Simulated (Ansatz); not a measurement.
Start from `C1[SiH2]C[Se]1` and change one atom or group to get `O[SiH]1C[Se]C1`.

Ansatz, PBE0-D4/def2-TZVP geometries, multiplicity 1. Each molecule was computed in one conformer, which needn't be the lowest.

Scalar relativity is left out up to krypton.

| property | `C1[SiH2]C[Se]1` |
| --- | --- |
| size of the dipole moment (PBE/def2-TZVPP) / D | 0.95 |
| LUMO energy (ωB97M-V/def2-TZVPP) / eV | 1.06 |
| LUMO energy (PBE0/def2-TZVPP) / eV | -0.69 |
| HOMO–LUMO gap (PBE0/def2-TZVPP) / eV | 5.58 |
| HOMO energy (PBE/def2-TZVPP) / eV | -5.14 |
| HOMO–LUMO gap (ωB97M-V/def2-TZVPP) / eV | 9.51 |

(1) What does the change do to each property? (An estimate is asked.)

## Answers

(1) Ansatz gave: 
```csv
property,`O[SiH]1C[Se]C1`,shift
size of the dipole moment (PBE/def2-TZVPP) / D,1.79,0.84
LUMO energy (ωB97M-V/def2-TZVPP) / eV,1.58,0.52
LUMO energy (PBE0/def2-TZVPP) / eV,-0.22,0.47
HOMO–LUMO gap (PBE0/def2-TZVPP) / eV,6.09,0.51
HOMO energy (PBE/def2-TZVPP) / eV,-5.17,-0.03
HOMO–LUMO gap (ωB97M-V/def2-TZVPP) / eV,10.08,0.57
```

Dipoles are sizes alone; their direction can turn.

Spin–orbit coupling is left out; it splits and shifts lone-pair levels of the heavy atoms by tenths of an eV.
